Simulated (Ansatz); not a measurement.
System: C$_{4}$H$_{9}$O, net charge -1, singlet state. It need not be the lowest isomer of its formula. Whether it binds its extra electron was not tested at this geometry. SMILES: CC(C)C[O-]
Structure (B3LYP-D3(BJ)/def2-TZVP (Ansatz, an electronic-structure program) minimum search):
```xyz
14

C     -1.5940    -0.8337    -0.3774
C     -0.4936     0.0355     0.2228
C     -0.4330     1.4150    -0.4198
C      0.9215    -0.6423     0.1267
O      1.9135     0.0596     0.6474
H     -2.5906    -0.3882    -0.2711
H     -1.6128    -1.8198     0.0991
H     -1.4150    -0.9900    -1.4474
H     -0.6852     0.1656     1.2966
H     -0.3133     1.3208    -1.5069
H      0.4500     1.9248    -0.0285
H     -1.3307     2.0169    -0.2301
H      0.7595    -1.6735     0.5848
H      1.0247    -0.8799    -0.9888
```
Charge -1, spin multiplicity 1.

Parts of the frozen-core correlation energy in cc-pVDZ (Ansatz, hartree). Frozen orbitals: 5; correlated occupied orbitals by spin: 16 and 16; virtual: 94 and 94. Spin-orbit coupling is left out. Non-relativistic.

```json
[
 {"term": "reference (HF)", "value": "-231.52467"},
 {"term": "MP2 opposite-spin", "value": "[?]"},
 {"term": "MP2 same-spin", "value": "[?]"},
 {"term": "CCSD correlation", "value": "[?]"},
 {"term": "(T)", "value": "-0.02495"},
 {"term": "T1 diagnostic", "value": "0.013"},
 {"term": "largest doubles amplitude", "value": "0.023"}
]
```

Task: Fill in the missing entries.

Result: 
- MP2 opposite-spin, value: -0.59075
- MP2 same-spin, value: -0.18837
- CCSD correlation, value: -0.83620
